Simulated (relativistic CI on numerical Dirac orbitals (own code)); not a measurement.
## Tc²⁺ (4d5) in a crystal field

Calculated by Dirac-Coulomb-Breit CI, KLI orbitals optimised for each configuration, a model potential for QED, valence Slater integrals scaled by 0.65, one configuration in a parametric crystal field (own radial code).

Field parameters in Wybourne normalisation: Oh B⁴₀ = 21Dq, B⁴₄ = √(5/14) B⁴₀. The field is a parameter set, without covalency.

S is read from ⟨S²⟩ = S(S + 1).

Levels (cm⁻¹, degeneracy): 0 (2), 2 (4), 7335 (2), 8333 (4), 8740 (4), 8966 (2), 9936 (2), 10189 (4), 11940 (2), 12013 (2), 12049 (4), 12157 (4).

Problem. Which field gives this pattern?
A. Oh, 10Dq = 38650 cm⁻¹
B. Oh, 10Dq = 8500 cm⁻¹
C. Oh, 10Dq = 12250 cm⁻¹
D. Oh, 10Dq = 27350 cm⁻¹

Solution. B. Oh, 10Dq = 8500 cm⁻¹, ground level with S = 2.48.
